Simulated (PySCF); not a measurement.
Vertical excitations of a molecule C5H4F2 from PySCF with TDA-PBE/def2-SVPD, as energy in eV (oscillator strength): 4.78 (0.000), 5.49 (0.289), 5.65 (0.000), 6.16 (0.000), 6.83 (0.013), 6.98 (0.000), 7.13 (0.019), 7.23 (0.620), 7.28 (0.024), 7.28 (0.000). Lowest triplet (TDA): 3.32 eV. Geometry: PBE0-D3(BJ)/def2-SVP. The values are those of a single conformer.

Problem. Identify the compound among the candidates.
(A) C#C[C@]1(F)C[C@H]1F
(B) CC#CC=C(F)F
(C) C=CC#CC(F)F
(D) C#CC/C(F)=C\F

Solution. C, C=CC#CC(F)F
